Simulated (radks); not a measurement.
Task: The mean radii <r> (bohr) of the occupied orbitals of an atom or ion are listed with their occupations. Calculated with a radial shooting solver on a logarithmic mesh with Libxc functionals: scalar-relativistic Kohn-Sham, Slater X-alpha with alpha = 1.04, spin-polarised, spherical densities, finite nucleus; Fermi nuclear charge, rms radius of each element as measured or else 0.836 A^(1/3) + 0.57 fm.

| orbital | occ. | <r> |
|---|---|---|
| 1s up | 1 | 0.02314 |
| 1s down | 1 | 0.02314 |
| 2s up | 1 | 0.09859 |
| 2s down | 1 | 0.09859 |
| 2p up | 3 | 0.08667 |
| 2p down | 3 | 0.08667 |
| 3s up | 1 | 0.2589 |
| 3s down | 1 | 0.2586 |
| 3p up | 3 | 0.2567 |
| 3p down | 3 | 0.2564 |
| 3d up | 5 | 0.2338 |
| 3d down | 5 | 0.2334 |
| 4s up | 1 | 0.5876 |
| 4s down | 1 | 0.5874 |
| 4p up | 3 | 0.6207 |
| 4p down | 3 | 0.6205 |
| 4d up | 5 | 0.6760 |
| 4d down | 5 | 0.6770 |
| 5s up | 1 | 1.398 |
| 5s down | 1 | 1.425 |
| 5p up | 3 | 1.619 |
| 5p down | 3 | 1.653 |
| 4f up | 5 | 0.9169 |
| 6s up | 1 | 3.634 |

Name the element and its charge. Open shells, if any, are filled with parallel spins first.

Result: Z = 61, promethium, charge +1: Pm+ in [Xe] 4f5 6s1. The 1s radius gives Z: for a bare nucleus <r> = (2 gamma + 1)/(2Z) with gamma = sqrt(1 - (Z/c)^2), 0.02288 bohr for Z = 61, and screening makes it slightly larger (0.02314 here). The occupations add up to 60, and the charge is Z minus that.
